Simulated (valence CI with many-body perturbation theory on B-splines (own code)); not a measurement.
The numbers below are computed, except where a source is named.
# Cl XII: what the settings do

Method: configuration interaction combined with many-body perturbation theory (CI+MBPT): four valence electrons over a frozen Dirac-Fock core [He], radial functions for each j: 6 s, 6 p, 5 d, 3 f, 1 g, with the one-electron correlation potential Σ1, the two-electron term Σ2, the three-electron term Σ3, Breit, model QED; selected CI, second order for the rest, scaled by the run's own slope (own B-spline code, finite nucleus).

No measured levels were compared; by estimate levels of excited configurations hold to 0.05 to 0.15 % of their energy, terms of the ground configuration to about 0.5 %.

The reference run has the lowest level 2s2 2p2 3P_0 and an ionisation energy of 591.870 eV. Its largest variational space holds 11303 state functions.

Changed runs:
A. QED terms on → off
B. Breit term on → off; QED terms on → off
C. selection threshold (hartree) 2e-08 → 2e-07
D. Davidson iteration limit 60 → 3 (bad on purpose)

Excitation energies of the reference run in cm⁻¹, and shifts in cm⁻¹:

```
                 Level  Reference       A       B       C     D
          2s2 2p2 3P_1       7217     -23    +355    -0.1     0
          2s2 2p2 3P_2      16608     -47   +1260    -0.2     0
          2s2 2p2 1D_2      75865     -45   +1081    -0.2  +0.2
          2s2 2p2 1S_0     147457    -8.7    +595    +0.1     0
          2s 2p3 5S°_2     205610    +647   +1341    -0.2     0
          2s 2p3 3D°_2     388356    +660   +1180    -0.3  +0.1
          2s 2p3 3D°_1     388759    +659   +1025    -0.2     0
          2s 2p3 3D°_3     389019    +653   +1940    -0.2  +0.1
          2s 2p3 3P°_0     455748    +653    +851       0     0
          2s 2p3 3P°_1     455906    +651   +1153    -0.1     0
          2s 2p3 3P°_2     456646    +646   +1338    -0.2  +0.1
          2s 2p3 1D°_2     577848    +672   +1565    -0.3     0
Ionisation energy (eV)    591.870  -0.010  +0.183  -2e-05     0
```

Run D: The Davidson iterations stopped at their limit.
